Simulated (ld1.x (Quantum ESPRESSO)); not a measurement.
**Pseudopotential generation for H: TM, PBE, scalar-relativistic.**

ld1.x (Quantum ESPRESSO) 7.5 input, shortened:

```
&input
   title='H', zed=1., rel=1, dft='PBE', iswitch=3,
   config='1s1 2p-2'
 /
 &inputp
   pseudotype=2, tm=.true., lloc=0,
   nlcc=.false.
 /
2
2P  2  1  -2.00   0.20  1.00  1.00  0.0
1S  1  0   1.00   0.00  1.00  1.00  0.0
 &test
   configts(1)='1s1'
 /
```

All-electron outer shells of the reference configuration (PBE, scalar-relativistic, ld1.x):

| shell | level (eV) | outermost node (bohr) | outermost maximum (bohr) |
| --- | --- | --- | --- |
| 1s | -6.49 | – | 1.03 |

Calculated quality:

```json
{
 "Cutoffs needed": "25 Ry and 50 Ry (the cutoffs (Ry, on a coarse ladder) from which the occupation-weighted sum of valence levels, in a spherical-Bessel basis at the reference potential, stays within 10 and 1 mRy of its value at 400 Ry)",
 "Ghost test": "no extra level below or beside the all-electron valence levels (p, s, d, f tested) (spherical-Bessel basis up to 400 Ry, 20 bohr box)"
}
```

Generation and tests took about 0.33 s on one core of a shared server CPU.
